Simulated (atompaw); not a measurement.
**Al (Z = 13) PAW (atompaw): all-electron and pseudo phase curves**

atompaw 4.2.0.5 input, output lines left out:

```
Al 13
GGA-PBESOL loggrid 1500 logderivrange -10 5 376
3 3 0 0 0 0
3 1 1
0 0 0
c
v
v
v
v
1
1.10 1.10 1.00 0.85
n
n
modrrkj vanderbiltortho sinc
2 0.5 troulliermartins
0.85
1.10
0.70
1.10
```

The phase is arctan(r·u′/u) with u = r·R(r), unwrapped; energies in Ry, scanned from -10 to 5 Ry. A pole is an energy at which the radial function vanishes at the test radius. The pseudo phase is shifted by a multiple of π to meet the all-electron one at the reference energy, and phase errors are pseudo minus all-electron; the curves can meet again beyond the range given. Levels narrower than the energy grid can be missing from the lists of poles.

Problem. For each channel, where are the poles, and over which energies does the pseudopotential scatter like the atom?

Solution.

| channel | radius (bohr) | reference energy (Ry) | poles, all-electron | poles, pseudo | unbroken range about the reference energy with phases within 0.05 rad | phase error 1 Ry above the reference energy (rad) |
| --- | --- | --- | --- | --- | --- | --- |
| s | 1.11 | -0.57 | -6.36 | -6.36 | the whole range | -0.000 |
| p | 1.11 | -0.20 | -3.76 | -3.76 | the whole range | -0.000 |

Phases in the s channel:

```csv
E (Ry),all-electron,pseudo
-10.00,0.830,0.829
-9.76,0.729,0.728
-9.52,0.589,0.588
-9.28,0.390,0.389
-9.04,0.114,0.113
-8.80,-0.229,-0.229
-8.56,-0.575,-0.575
-8.32,-0.857,-0.857
-8.08,-1.062,-1.062
-7.84,-1.207,-1.207
-7.60,-1.311,-1.311
-7.36,-1.389,-1.389
-7.12,-1.448,-1.448
-6.88,-1.496,-1.496
-6.64,-1.534,-1.534
-6.40,-1.566,-1.566
-6.16,-1.593,-1.593
-5.92,-1.616,-1.616
-5.68,-1.637,-1.637
-5.44,-1.655,-1.655
-5.20,-1.671,-1.672
-4.96,-1.687,-1.687
-4.72,-1.700,-1.701
-4.48,-1.713,-1.714
-4.24,-1.726,-1.726
-4.00,-1.737,-1.737
-3.76,-1.748,-1.748
-3.52,-1.758,-1.759
-3.28,-1.769,-1.769
-3.04,-1.779,-1.779
-2.80,-1.788,-1.788
-2.56,-1.798,-1.798
-2.32,-1.808,-1.808
-2.08,-1.817,-1.817
-1.84,-1.827,-1.827
-1.60,-1.836,-1.836
-1.36,-1.846,-1.846
-1.12,-1.856,-1.856
-0.88,-1.866,-1.866
-0.64,-1.876,-1.876
-0.40,-1.887,-1.887
-0.16,-1.897,-1.897
0.08,-1.909,-1.909
0.32,-1.920,-1.920
0.56,-1.932,-1.933
0.80,-1.945,-1.945
1.04,-1.958,-1.958
1.28,-1.972,-1.972
1.52,-1.987,-1.987
1.76,-2.002,-2.003
2.00,-2.019,-2.019
2.24,-2.036,-2.037
2.48,-2.055,-2.055
2.72,-2.075,-2.075
2.96,-2.096,-2.097
3.20,-2.119,-2.120
3.44,-2.144,-2.146
3.68,-2.171,-2.173
3.92,-2.200,-2.203
4.16,-2.232,-2.235
4.40,-2.267,-2.271
4.64,-2.305,-2.310
4.88,-2.347,-2.353
```
